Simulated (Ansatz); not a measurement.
Mulliken charges of `C1=N[CH2][AlH][Te]1` from r2SCAN/def2-TZVPP in Ansatz (PBE0-D4/def2-TZVP geometry).

| atom | x (Å) | y (Å) | z (Å) | charge (e) |
| --- | --- | --- | --- | --- |
| C1 | 0.544 | 1.107 | -1.078 | 0.007 |
| N2 | 1.189 | 0.193 | -0.524 | -0.225 |
| C3 | 0.612 | -0.735 | 0.415 | -0.137 |
| Al4 | -1.323 | -0.394 | 0.722 | 0.403 |
| Te5 | -1.578 | 1.561 | -0.805 | -0.149 |
| H6 | 1.036 | 1.778 | -1.780 | 0.090 |
| H7 | 0.797 | -1.752 | 0.045 | 0.071 |
| H8 | 1.191 | -0.681 | 1.345 | 0.071 |
| H9 | -2.380 | -1.124 | 1.642 | -0.131 |

Q: By hand: the dipole of these point charges (1 e Å = 4.8032 D).

A: Σ q r = (-0.099, -0.192, 0.188) e Å, of length 0.286 e Å = 1.37 D.

Q: How does the dipole of the full density compare? (Best estimate.)

A: Computed: (0.017, -0.177, 0.140) e Å, 1.09 D; the point charges give 1.26 times that, at 25° from its direction.

Point charges leave out the atoms' own dipoles, such as those of lone pairs, and Mulliken's split depends on the basis, so the two needn't agree.
